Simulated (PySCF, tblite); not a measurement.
Isomers of C9H6F (doublet state), one GFN2-xTB conformer each. Single-point energies are computed at B3LYP/pcH-1 (PySCF, gas phase, no added dispersion term), electronic only. GFN2-xTB treats the open shell by occupation alone, and not every SCF solution was tested for stability.

| SMILES | GFN2-xTB relative energy (kJ/mol) |
| --- | --- |
| C#C[C@@]12C=[C][C@@H](C=C1)[C@H]2F | 0.0 |
| C#C[C@@]12[C]=C[C@@H](C=C1)[C@@H]2F | 12.8 |

**Question.** What does B3LYP/pcH-1 give for the same structures?

**Answer.** 
```tsv
SMILES	B3LYP/pcH-1 E (Eh)	B3LYP/pcH-1 (kJ/mol)	GFN2-xTB (kJ/mol)	point group
C#C[C@@]12C=[C][C@@H](C=C1)[C@H]2F	-446.19426	0.0	0.0	C1
C#C[C@@]12[C]=C[C@@H](C=C1)[C@@H]2F	-446.19090	8.8	12.8	C1
```

Both levels put the same isomer lowest. Neighbours under 21 kJ/mol apart (C#C[C@@]12C=[C][C@@H](C=C1)[C@H]2F and C#C[C@@]12[C]=C[C@@H](C=C1)[C@@H]2F) can change places with a better method, another conformer or zero-point energy.

**Question.** What happens when harmonic zero-point energies from GFN2-xTB frequencies are added?

**Answer.** 
| SMILES | ZPE (kJ/mol) | electronic (kJ/mol) | with ZPE (kJ/mol) |
| --- | --- | --- | --- |
| C#C[C@@]12C=[C][C@@H](C=C1)[C@H]2F | 298.1 | 0.0 | 0.0 |
| C#C[C@@]12[C]=C[C@@H](C=C1)[C@@H]2F | 298.2 | 8.8 | 8.9 |

The zero-point energies span 0.1 kJ/mol. The order is unchanged.

**Question.** As an exercise, what shares would exp(−E/RT) give at 1000 K from these electronic energies alone (no entropy, no degeneracies)?

**Answer.** RT = 8.314 kJ/mol: C#C[C@@]12C=[C][C@@H](C=C1)[C@H]2F 74.3 %, C#C[C@@]12[C]=C[C@@H](C=C1)[C@@H]2F 25.7 %.
